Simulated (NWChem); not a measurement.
# CdH2SeS; SMILES [SH][Cd][SeH]

```xyz
5

Cd    -0.0097     0.4597    -0.0139
S     -0.0036     2.8103    -0.0371
H     -0.0467     2.9043     1.3115
Se    -0.0257    -1.9969    -0.0025
H      1.4455    -2.0408     0.0344
```
Atoms are numbered in this order, from 1.

Program: NWChem. The geometry was optimised at PBE0/def2-SVP (def2 core potentials past Kr).

For level PBE0/3-21G, non-relativistic:

| Item | Value |
|---|---|
| highest occupied level (eV) | -6.97 |
| orbital gap (eV) | 5.38 |

Question: How do the values read with level PBE0/STO-3G, non-relativistic instead?

Answer: highest occupied level (eV): -3.27
orbital gap (eV): 7.16
